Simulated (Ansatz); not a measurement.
```xyz
18

C     2.0613    0.0000    0.0000
C     1.5790    1.3250    0.0000
C     0.3579    2.0300    0.0000
C    -1.0306    1.7851    0.0000
C    -1.9370    0.7050    0.0000
C    -1.9370   -0.7050    0.0000
C    -1.0306   -1.7851    0.0000
C     0.3579   -2.0300    0.0000
C     1.5790   -1.3250    0.0000
H     3.1463    0.0000    0.0000
H     2.4102    2.0224    0.0000
H     0.5464    3.0985    0.0000
H    -1.5731    2.7248    0.0000
H    -2.9565    1.0761    0.0000
H    -2.9565   -1.0761    0.0000
H    -1.5731   -2.7248    0.0000
H     0.5464   -3.0985    0.0000
H     2.4102   -2.0224    0.0000
```

Basis set: def2-SVP (spherical functions). Charge 0, multiplicity 2.

Computed with Ansatz (development build ahead of 0.2.0); each method stands on the lowest determinant of its kind that the runs found.

The vertical ionization energy (product with multiplicity 1 at the same shape, open shells in the same class of orbitals) of doublet C₉H₉:

| method | ionization energy |
| --- | --- |
| PBE0 (unrestricted) | 7.39 eV |
| PBE0 (restricted open-shell) | 7.97 eV |
| UHF | 6.13 eV |

Question: What does ROHF give?

Answer: 6.97 eV. Caution for PBE0 (unrestricted), UHF: the unrestricted determinant is a mixture of spin states. Caution for PBE0 (restricted open-shell), ROHF: an unrestricted determinant lies well below.
